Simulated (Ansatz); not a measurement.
A structure drawn as `[Cl][Al]1[CH2]C[O]1`, with this starting geometry:

Cartesian coordinates in Å:
```
Cl -2.3471 1.8798 1.7536
Al -1.0415 1.0799 0.1200
C -0.3221 -0.7004 -0.0932
C 0.9603 -0.1367 -0.3699
O 0.7327 1.2849 -0.3050
H -0.3807 -1.3352 0.8100
H -0.7592 -1.2616 -1.0099
H 1.7037 -0.3793 0.4449
H 1.4540 -0.4313 -1.3505
```

The species carries charge 0 and has multiplicity 1.

Question: Does it keep its bonds when Ansatz relaxes it at PBE-D4/def2-SVP and then PBE0-D4/def2-TZVP?

Answer: Yes, every drawn bond is still there and no new one forms.

Question: Give the relaxed structure. (An estimate is asked.)

Answer: The calculation gave: 
Z-matrix (Å, degrees):
```
C
O 1 1.449
Al 1 2.265 2 49.0
C 1 1.546 2 106.4 3 0.0
H 1 1.094 2 108.8 3 -120.8
H 1 1.094 2 108.8 3 120.8
Cl 3 2.080 1 171.1 2 -0.1
H 4 1.090 1 114.3 2 116.5
H 4 1.090 1 114.4 2 -116.6
```
No frequency check was run.

Atoms count as bonded under 1.1 times the sum of their covalent radii (H–H under 0.85 Å, pairs among N, O and F under 1.55 Å), and a drawn bond as lost past 1.3 times.
